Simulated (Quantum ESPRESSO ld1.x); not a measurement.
Problem. Coherent X-ray form factor from a spherical all-electron density. Calculated with ld1.x of Quantum ESPRESSO 7.5: Dirac Kohn-Sham, PBE, spin-unpolarised, spherical densities, point nucleus.

| sin(theta)/lambda (1/angstrom) | f0 (electrons) |
|---|---|
| 0.05 | 79.172 |
| 0.1 | 76.867 |
| 0.15 | 73.529 |
| 0.2 | 69.662 |
| 0.25 | 65.665 |
| 0.3 | 61.785 |
| 0.4 | 54.793 |
| 0.5 | 48.931 |
| 0.6 | 44.043 |
| 0.8 | 36.302 |
| 1 | 30.239 |
| 1.25 | 24.308 |
| 1.5 | 20.059 |
| 2 | 15.331 |

The species is in the configuration that NIST lists as its ground one. Which atom or ion scatters so?

Solution. The lead ion Pb2+, [Hg]. Extrapolating in s^2 from the first two rows gives f0(0) = 79.9, near the electron count 80; among species with that count, the fall with angle is slower the higher Z, and the table is that of Z = 82; from so few rows the species is fixed only to a neighbour or two.
